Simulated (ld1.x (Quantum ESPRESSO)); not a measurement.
**How hard is this Bi (Z = 83) TM potential?**

| Property | Result |
| --- | --- |
| Element | bismuth |
| Generator | ld1.x (Quantum ESPRESSO) 7.5 |
| Type | norm-conserving Troullier–Martins (Kleinman–Bylander form) |
| Functional | PBE |
| Relativity | scalar-relativistic |
| Frozen core | [Xe] 4f14 5d10 |
| Valence charge | 5 |
| Reference configuration | 6s2 6p0 (charge +3) |
| Partial waves | 6p (bound, empty): rc 2.15 bohr; 6d channel at 0.05 Ry: rc 1.60 bohr; 6s (bound): rc 1.95 bohr |
| Local potential | the s channel |
| Core correction | Bessel-smoothed model core inside 0.75 bohr |

The pseudo-atom Hamiltonian at the reference potential is diagonalised in spherical Bessel functions j_l(qr) that vanish at 20 bohr, with q² up to the cutoff. All-electron valence levels (Ry): 6p -2.0293, 6s -2.9398.

**Question.** How do the lowest levels (Ry) of each channel move with the cutoff, and are there ghosts?

**Answer.**

```
cutoff (Ry)     p #1     d #1     d #2     s #1     f #1  Σ f·Δε (mRy)
          8  -2.0069  -1.4539  -0.6679  -2.8823  -0.7134         115.0
         15  -2.0273  -1.4614  -0.6702  -2.9221  -0.7160          35.4
         21  -2.0278  -1.4744  -0.6746  -2.9299  -0.7164          19.8
         35  -2.0292  -1.4785  -0.6761  -2.9392  -0.7171           1.3
         45  -2.0293  -1.4785  -0.6761  -2.9393  -0.7171           1.0
         60  -2.0293  -1.4787  -0.6762  -2.9398  -0.7171           0.1
        400  -2.0294  -4.0548  -1.1186  -2.9398  -0.7171           0.0
```

Result: ghost state, extra bound levels that the all-electron valence spectrum of the same l lacks: d at -55.2 eV (a true bound ghost makes a file unfit for plane-wave use); 10 mRy is reached at 30 Ry and 1 mRy at 50 Ry.
